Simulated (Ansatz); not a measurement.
A run for Ansatz (a first-principles code): R-CCSD(T)/cc-pVDZ on CH3NO (SMILES CN=O).

Ansatz 0.2 input:
```yaml
crystal:
  periodic: [false, false, false]
  atoms:
    - {symbol: C, position_ang: [-0.43363121, 0.00536338, -0.00536537]}
    - {symbol: N, position_ang: [0.93765898, 0.40231577, 0.38109373]}
    - {symbol: O, position_ang: [1.79958878, -0.23162298, -0.16089890]}
    - {symbol: H, position_ang: [-0.42963956, -0.81417176, -0.72481713]}
    - {symbol: H, position_ang: [-0.95618736, -0.26095695, 0.91642690]}
    - {symbol: H, position_ang: [-0.91778962, 0.89907255, -0.40643921]}
basis:
  gaussian:
    orbitals: cc-pVDZ
magnetization: {spin_polarized: false}
correlation: {method: ccsd_t, electrons: outside_noble_gas}
scf: {lower_state_search: off}
```

Program output:

```
WARN ansatz: RAYON_NUM_THREADS=1 ignored (pool sized by the plan → 1); use --threads N
Functional definition: HF
these checks for a lower state are left out or cut short: stability, starts, cluster_reference, orbital_swaps, neighbouring_geometries, increment
integrals: 0.02 GiB planned
525 factors; integrals over basis functions are off by at most 1.0e-3 eV
mean field: 0.08 GiB planned
mean field evaluation 1: about -4592.5100 eV, gradient 2.8e1 eV
mean field evaluation 2: about -4592.5135 eV, gradient 2.8e1 eV
mean field evaluation 4: about -4594.4062 eV, gradient 4.1e0 eV
mean field evaluation 8: about -4594.4766 eV, gradient 1.7e-1 eV
mean field -4594.47677899 eV, -168.8439073796 hartree, gradient 1.9e-6 eV, S^2 0.000000; 0 other end points of the search recorded, 0 dependent functions left out
3 core orbitals not correlated
reference -4594.47677899 eV, -168.8439073796 hartree; 9, 9 occupied and 45, 45 virtual orbitals, 525 factors
second order -13.27659213 eV of doubles, -0.00000000 eV of singles
coupled cluster: 0.10 GiB planned
cycle   1  -13.39673172 eV  change   -1.2e-1 eV  update   9.4e-2
cycle   2  -13.82989192 eV  change   -4.3e-1 eV  update   3.1e-2
cycle   3  -13.95083373 eV  change   -1.2e-1 eV  update   1.7e-2
cycle   4  -13.94435729 eV  change    6.5e-3 eV  update   4.5e-3
cycle   5  -13.94641677 eV  change   -2.1e-3 eV  update   2.2e-3
cycle   6  -13.94641653 eV  change    2.4e-7 eV  update   7.4e-4
cycle   7  -13.94596635 eV  change    4.5e-4 eV  update   3.8e-4
cycle   8  -13.94602279 eV  change   -5.6e-5 eV  update   1.7e-4
cycle   9  -13.94605624 eV  change   -3.3e-5 eV  update   5.9e-5
cycle  10  -13.94605118 eV  change    5.1e-6 eV  update   2.2e-5
perturbative correction -0.46207849 eV, -0.0169810715 hartree
Total energy: -4608.88490866 eV, -169.3733963790 hartree
Checks for a lower state left out: stability, starts, cluster_reference, orbital_swaps, neighbouring_geometries, increment
```

Self-consistency was reached.

Cost: about 0.9 core-seconds (a rough figure).
